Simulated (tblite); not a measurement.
C8H6N3 (charge -1).
Structure used (GFN2-xTB), in Å, numbered top down from 1:
```xyz
17
C8H6N3 angstrom
C      2.6355    0.1890   -0.0398
C      2.0637   -0.9465    0.5180
C      0.6943   -1.0894    0.5627
C     -0.1539   -0.0992    0.0472
C     -1.5773   -0.2665    0.1016
C     -2.6193    0.5665   -0.3407
N     -3.7715   -0.0366   -0.0621
N     -3.4704   -1.1927    0.5266
N     -2.1853   -1.3583    0.6384
C      0.4390    1.0395   -0.5137
C      1.8110    1.1780   -0.5540
H      3.7122    0.3019   -0.0739
H      2.7024   -1.7245    0.9212
H      0.2375   -1.9673    0.9950
H     -2.5845    1.5295   -0.8247
H     -0.1894    1.8204   -0.9203
H      2.2491    2.0684   -0.9917
```

Computed with GFN2-xTB (tblite): harmonic, unscaled wavenumbers at the GFN2-xTB geometry, gas phase. The method is semi-empirical: single wavenumbers can be off by several per cent or more. One conformer, not necessarily the lowest.

Harmonic wavenumbers (cm⁻¹): 53.8, 100.3, 139.2, 264.6, 345.7, 368.1, 420.4, 479.3, 587.9, 643.9, 665.3, 673.4, 699.9, 754.5, 792.3, 861.3, 872.2, 916.3, 923.9, 949.3, 964.9, 1006.7, 1078.0, 1082.3, 1113.6, 1135.4, 1173.6, 1183.2, 1200.6, 1247.8, 1276.9, 1329.1, 1341.3, 1389.7, 1437.2, 1443.7, 1522.0, 1564.1, 1599.6, 3014.3, 3018.8, 3040.0, 3057.4, 3067.4, 3092.4.

A = 3722, B = 701.3, C = 590.1 MHz; mass 144.056 u (most abundant isotopes); point group Cs, symmetry number 1.

Problem. What is the zero-point energy?

Solution. Half the sum of the wavenumbers: 26946 cm⁻¹ = 77.04 kcal/mol.

Problem. What is S at 200 K and 1 bar for an ideal gas of classical rigid rotors and harmonic oscillators?

Solution. Translation 38.85, rotation 28.53, vibration 12.30: S = 79.7 cal/(mol K).

Problem. And Cp and H(200 K) − H(0)?

Solution. Cp = 22.95 cal/(mol K), of which vibrations give 15.00 (their classical limit is 45 R = 89.4); H(200 K) − H(0) = 2.96 kcal/mol without the zero-point energy, 1.37 from vibrations.

Problem. How do the functions run with temperature in this model?

Solution. 
```tsv
T (K)	S (cal/(mol K))	Cp (cal/(mol K))	H − H(0) (kcal/mol)	G − H(0) (kcal/mol)	ln q(vib)
150	73.8	18.4	1.93	-9.13	1.88
250	85.4	28.2	4.24	-17.10	3.62
298.15	90.8	33.5	5.72	-21.34	4.51
400	102.1	44.2	9.69	-31.16	6.52
600	123.3	60.1	20.24	-53.74	10.77
900	150.5	73.7	40.53	-94.95	17.17
```

q(vib) and H(0) count from the zero-point level.

Problem. What must be added to the electronic energy to get the Gibbs energy at 200 K and 1 bar?

Solution. ZPE + [H(200 K) − H(0)] − T·S = 77.04 + 2.96 − 15.94 = 64.06 kcal/mol.

Problem. Blend soft modes into free rotors: weight 1/[1 + (100 cm⁻¹/ν̃)⁴] for the oscillator and the rest for a rotor with moment μB/(μ + B), μ = h/(8π²ν), B = 10⁻⁴⁴ kg m². What vibrational entropy results?

Solution. 11.47 cal/(mol K) in place of 12.30, which changes −T·S at 200 K by +0.16 kcal/mol.

Problem. Which modes carry the vibrational entropy at 200 K?

Solution. 53.8 cm⁻¹: 3.89; 100.3 cm⁻¹: 2.68; 139.2 cm⁻¹: 2.07; 264.6 cm⁻¹: 0.98; 345.7 cm⁻¹: 0.62; 368.1 cm⁻¹: 0.55 cal/(mol K); the other 39 give 1.52 together.

Hindered rotation and anharmonicity are outside this model. Other conformers, if any are populated, would add a mixing term that is left out.
